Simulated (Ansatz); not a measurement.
C$_{3}$H$_{4}$N$_{2}$, charge +1, doublet, at a GFN2-xTB geometry (a state made from the parent by changing its charge; the spin is typed, not shown lowest); BLYP/STO-3G in Ansatz (an electronic-structure program).

Input for Ansatz:
Ansatz 0.2 input:
```yaml
crystal:
  periodic: [false, false, false]
  atoms:
    - {symbol: C, position_ang: [-0.87340843, -0.80923459, 0.02324144]}
    - {symbol: C, position_ang: [-0.93582723, 0.56936153, -0.31395968]}
    - {symbol: N, position_ang: [0.30855361, 1.04717364, -0.14442309]}
    - {symbol: C, position_ang: [1.11723326, -0.00347199, 0.16146451]}
    - {symbol: N, position_ang: [0.38254689, -1.08303382, 0.31406948]}
    - {symbol: H, position_ang: [-1.68251541, -1.50683412, 0.15350116]}
    - {symbol: H, position_ang: [-1.80191694, 1.18026766, -0.50109949]}
    - {symbol: H, position_ang: [0.61014762, 2.00027835, -0.32430367]}
    - {symbol: H, position_ang: [2.18859565, 0.03737954, 0.25989957]}
basis:
  gaussian:
    orbitals: STO-3G
hamiltonian:
  xc: blyp
total_charge: 1
magnetization: {spin_polarized: true, initial_magnetization: 1}
accuracy: high
```

Output, abridged:

```
Functional definition: BLYP
615 factors; integrals over basis functions are off by at most 4.7e-9 eV
mean field evaluation 1: about -6063.8129 eV, gradient 2.0e1 eV
mean field evaluation 2: about -6014.3899 eV, gradient 7.7e1 eV
mean field evaluation 4: about -6066.2403 eV, gradient 8.3e0 eV
mean field evaluation 8: about -6066.6523 eV, gradient 1.3e0 eV
mean field evaluation 16: about -6066.5206 eV, gradient 3.7e-4 eV
mean field evaluation 32: about -6066.2292 eV, gradient 5.9e-3 eV
mean field -6066.52058265 eV, -222.9405193772 hartree, gradient 3.9e-8 eV, S^2 0.754065; 1 other end points of the search recorded, 0 dependent functions left out
reference -6066.52062649 eV, -222.9405209880 hartree; 18, 17 occupied and 11, 12 virtual orbitals, 615 factors
Total energy: -6066.52062649 eV, -222.9405209880 hartree
```
